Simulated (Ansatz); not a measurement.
(1) Predict a relaxed structure of the cluster In₂P (the lowest doublet isomer of a short search), charge 0, doublet, at r2SCAN-D4/def2-TZVP (Ansatz).

Results:

(1) 
```xyz
3

In    0.124   -0.625    2.152
In    0.415   -0.079   -2.205
P    -0.539    0.704    0.052
```
Point group C2v (tolerance 0.1 Å). This is one stationary point.

In the def2 sets In takes a core potential; there is no spin–orbit coupling. The structure comes from a short search, and lower isomers may exist.
